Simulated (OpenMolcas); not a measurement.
# How basis sets differ on CH5FOSn (SMILES FC[O][SnH3])

The species is CH5FOSn (9 atoms), meant as a singlet with charge 0. SMILES: `FC[O][SnH3]`. Geometry: relaxed at PBE0-D4/def2-TZVP. This is one conformer, not always the lowest.

Quantity: the HOMO–LUMO gap, in eV. The values are calculated.

```
                               level          kind     program  value (eV)  CPU time
                   HF/ANO-R0 (sfX2C)  Hartree–Fock  OpenMolcas       12.73      10 s
                           HF/STO-3G  Hartree–Fock  OpenMolcas       18.45     2.2 s
                            HF/3-21G  Hartree–Fock  OpenMolcas       14.58       3 s
        HF/def2-SVP (core potential)  Hartree–Fock  OpenMolcas       14.55     7.7 s
HF/ANO-RCC-VDZP (DKH2, RICD fitting)  Hartree–Fock  OpenMolcas       14.42      32 s
```

All-electron rows without a relativistic Hamiltonian named are non-relativistic, while core potentials hold scalar relativity, so basis and relativity change together. The values span 12.73 to 18.45 eV. A Hartree–Fock LUMO above zero doesn't converge with the basis: it sinks as sets grow more diffuse. Orbital gaps aren't excitation energies. CPU times are rough (shared hosts, several kinds of processor and program).
